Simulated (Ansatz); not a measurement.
System: disilylmethane, CH8Si2 (charge 0, singlet). SMILES: [SiH3]C[SiH3]
Geometry from a B3LYP-D3(BJ)/def2-TZVP (Ansatz, an electronic-structure program) optimisation:
```xyz
11

Si     1.4283     0.7034     0.0268
C      0.2217    -0.7262    -0.1266
Si    -1.5873    -0.2647     0.0686
H      2.8264     0.2399    -0.1468
H      1.1407     1.7279    -1.0056
H      1.3045     1.3351     1.3624
H      0.4742    -1.4799     0.6253
H      0.3593    -1.1975    -1.1045
H     -1.9776     0.7208    -0.9679
H     -1.8194     0.3398     1.4023
H     -2.4578    -1.4581    -0.0652
```
Charge 0, spin multiplicity 1.

Cost against accuracy for the electronic atomisation energy, in kcal/mol, with Ansatz. The level to compare with is RI-MP2/CBS(aug-cc-pV(T+d)Z,aug-cc-pV(Q+d)Z)+[CCSD(T)-MP2]/aug-cc-pV(T+d)Z, which has limits of its own. With the core correlation from cc-pwCVTZ added it gives 842.4 kcal/mol. Correlated levels leave the core frozen unless marked. UHF or UKS for open shells. Spin-orbit coupling is left out. Non-relativistic. CBS marks a two-point X^-3 extrapolation of the correlation energy; Hartree-Fock from the larger set. [CCSD(T)-MP2]/basis is that difference in the basis named. Costs are ratios of core time on shared machines of one kind and are rough. The def2-TZVPD runs include forces, double hybrids apart; the rest are energies alone. Times hold the program's checks for lower states and leave out the atoms.

| level | cost over PBE |
|---|---|
| CCSD(T)/STO-3G | 0.08× |
| PBE0/def2-SVP | 0.3× |
| RI-MP2/cc-pV(T+d)Z | 0.4× |
| RI-MP2/aug-cc-pV(T+d)Z | 0.9× |
| PBE/def2-TZVPD | 1× |
| HSE06-D3(BJ)/def2-TZVPD + dftd3 | 1× |
| B3LYP-D3(BJ)/def2-TZVPD + dftd3 | 2× |
| CAM-B3LYP-D3(BJ)/def2-TZVPD + dftd3 | 2× |
| B2PLYP/def2-TZVPD | 2× |
| RI-MP2/CBS(cc-pV(T+d)Z,cc-pV(Q+d)Z) | 4× |
| CCSD(T)/aug-cc-pV(D+d)Z | 6× |
| CCSD(T)/cc-pV(T+d)Z | 10× |
| CCSD(T)/cc-pwCVTZ | 40× |

Q: Which is the cheapest level whose absolute difference stays within 1 kcal/mol?

A: CAM-B3LYP-D3(BJ)/def2-TZVPD + dftd3 at 2× PBE's cost, difference -0.5 kcal/mol. All differences: CCSD(T)/STO-3G 140.0, PBE0/def2-SVP -18.0, RI-MP2/cc-pV(T+d)Z -27.9, RI-MP2/aug-cc-pV(T+d)Z -23.9, PBE/def2-TZVPD -17.5, HSE06-D3(BJ)/def2-TZVPD + dftd3 -12.4, B3LYP-D3(BJ)/def2-TZVPD + dftd3 -2.4, CAM-B3LYP-D3(BJ)/def2-TZVPD + dftd3 -0.5, B2PLYP/def2-TZVPD -17.9, RI-MP2/CBS(cc-pV(T+d)Z,cc-pV(Q+d)Z) -7.3, CCSD(T)/aug-cc-pV(D+d)Z -54.8, CCSD(T)/cc-pV(T+d)Z -21.6, CCSD(T)/cc-pwCVTZ -20.1.
